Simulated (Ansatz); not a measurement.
CH6GeTe can be A, `[CH3][GeH2][TeH]`, or B, `[GeH3][CH2][TeH]`.

Isolated molecules relaxed with PBE0-D4/def2-TZVP in Ansatz; ΔE leaves out vibrations. CCSD(T)/CBS adds triple-zeta CCSD(T) − MP2 to the extrapolated MP2 energy (def2 sets, frozen cores). Functionals use def2-TZVPP. B3LYP here is the variant with VWN-RPA as its local correlation; programs differ in this. def2 core potentials past Kr. For Ge, Te outer-core shells are correlated without core-valence functions, which leaves a few kJ/mol of doubt a bond. Scalar relativity is left out up to krypton.

A:

Z-matrix (Å, degrees):
```
C
Ge 1 1.951
H 1 1.090 2 109.8
H 1 1.092 2 110.0 3 120.3
H 1 1.090 2 109.9 3 -119.8
Te 2 2.564 1 111.1 3 58.0
H 2 1.539 1 110.9 3 -180.0
H 2 1.539 1 111.4 3 -57.9
H 6 1.658 2 91.5 1 63.0
```

B:

Z-matrix (Å, degrees):
```
Ge
C 1 1.959
H 1 1.538 2 109.2
H 1 1.537 2 109.7 3 120.0
H 1 1.537 2 109.7 3 -120.0
Te 2 2.144 1 111.3 3 -179.1
H 2 1.089 1 109.6 3 -59.1
H 2 1.089 1 109.5 3 61.1
H 6 1.660 2 94.1 1 -178.9
```

Question: Which isomer does CCSD(T)/CBS put lower? Give the gap. (Best estimate.)

Answer: Computed: A, by 106.0 kJ/mol.

Question: Give E(B) − E(A) in kJ/mol with CCSD/def2-TZVPP, B3LYP, HF/def2-TZVPP, ωB97M-V, PBE0-D4, PBE-D4, MP2/def2-TZVPP. (An estimate is asked.)

Answer: Ansatz gave: CCSD/def2-TZVPP 106.8, B3LYP 114.0, HF/def2-TZVPP 118.4, ωB97M-V 110.7, PBE0-D4 115.3, PBE-D4 112.0, MP2/def2-TZVPP 108.2. None reverses the order clearly.

Largest T1 diagnostic: 0.011.

In def2-TZVPP, CCSD(T) changes the Hartree–Fock value by −13.5 kJ/mol (the triples alone add −1.9 kJ/mol) and MP2 by −10.2 kJ/mol. From PBE to PBE0 (25 % exact exchange), in def2-TZVPP and without D4, E(B) − E(A) moves by +3.1 kJ/mol.
